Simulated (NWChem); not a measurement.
Atomisation of isocyanic acid (CHNO)

```xyz
4

N      1.1634    -0.0754     0.0000
C     -0.0464     0.0211     0.0000
O     -1.2138    -0.0336     0.0000
H      1.8451     0.6707     0.0000
```
Charge 0, spin multiplicity 1.

Program: NWChem. The geometry was optimised at B3LYP/def2-SVP, a minimum by its harmonic frequencies.

Basis set: def2-TZVP. The atomisation energy is electronic alone: no zero-point, thermal, spin-orbit or counterpoise terms. No value is extrapolated to the basis-set limit. Free atoms are single determinants with multiplicities N 4, C 3, O 3, H 2. Correlated methods freeze the same cores in atoms and molecule, 3 orbitals in all.

B3LYP has NWChem's definition, with VWN1-RPA local correlation. The stability of the SCF solutions was not checked. Open-shell Hartree-Fock references start from PBE0 orbitals. No row is a measurement; the coupled-cluster row has its own basis-set and correlation limits.

**Question.** One of these methods gave an atomisation energy of 414.8 kcal/mol. Which?
A) B3LYP
B) LDA (SVWN5)
C) CCSD(T)
D) PBE

**Answer.** C, CCSD(T). The others give 463.8 (PBE), 436.9 (B3LYP), 525.4 (LDA (SVWN5)).
